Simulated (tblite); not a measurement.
C3H13NOSi3.
Cartesian coordinates in Å at the GFN2-xTB level; atoms count from 1:
```
atom  x, y, z in Å
C1     2.8982   -1.0362   -1.1835
O2     1.7192   -0.6436   -0.5376
C3     1.8664    0.5162    0.2579
Si4    0.1118    0.9003    0.9139
N5    -0.8468    1.5763   -0.3721
Si6   -2.2937    0.8838   -1.0352
C7    -2.5433   -0.7318   -0.0611
Si8   -1.1936   -0.9587    1.2806
H9     2.6646   -1.9316   -1.7573
H10    3.6927   -1.2632   -0.4600
H11    3.2608   -0.2519   -1.8619
H12    2.2741    1.3380   -0.3473
H13    2.5864    0.3316    1.0675
H14    0.2908    1.9652    1.9254
H15   -0.5074    2.4059   -0.8314
H16   -2.1206    0.6501   -2.4760
H17   -3.4045    1.8257   -0.8267
H18   -2.5233   -1.5722   -0.7525
H19   -3.5354   -0.7429    0.3858
H20   -0.5646   -2.2792    1.1396
H21   -1.8407   -0.9647    2.6067
```

All values are computed: GFN2-xTB (tblite) harmonic vibrations without scaling, gas phase. Errors from tens to a few hundred cm⁻¹ against measured bands are possible. Modes of hydrogen on silicon can be 10 to 20 % off. One conformer, not necessarily the lowest. The optimisation stopped once no atom felt more than 0.01 eV/Å.

Lowest wavenumbers of the output (negative numbers stand for imaginary wavenumbers):
```
mode    cm-1
  1     -46.4
  2      20.5
  3      41.2
  4      73.6
  5      89.4
  6     165.7
  7     220.5
  8     233.4
  9     274.4
 10     323.3
```

**Question.** Is this structure a minimum?

**Answer.** Not by this Hessian. 1 mode is imaginary beyond 20i (46i cm⁻¹), so at this level the point lies at or near a first-order saddle. The curvature is small, so loose convergence or finite differences may be the whole cause.

**Question.** Which atoms move in the imaginary mode?

**Answer.** 46i: C7 (sp3 carbon bound to silicon) 28 %, Si6 (SiH2 silicon) 15 %, H19 (methylene hydrogen) 13 %, H18 (methylene hydrogen) 13 %. These are shares of the mass-weighted motion.

**Question.** What is the remedy?

**Answer.** Step along that mode in both directions, optimise again with tighter thresholds and repeat the frequencies. The zero-point energy of this point (95.0 kcal/mol) counts the 56 real modes alone, and thermal corrections from it aren't those of a minimum.

Hardware: Arm Neoverse N1, one thread, no GPU, shared host with 64 logical CPUs at a one-minute load of 56. Cost: 1.9 s wall. The figure is for the frequency step alone.
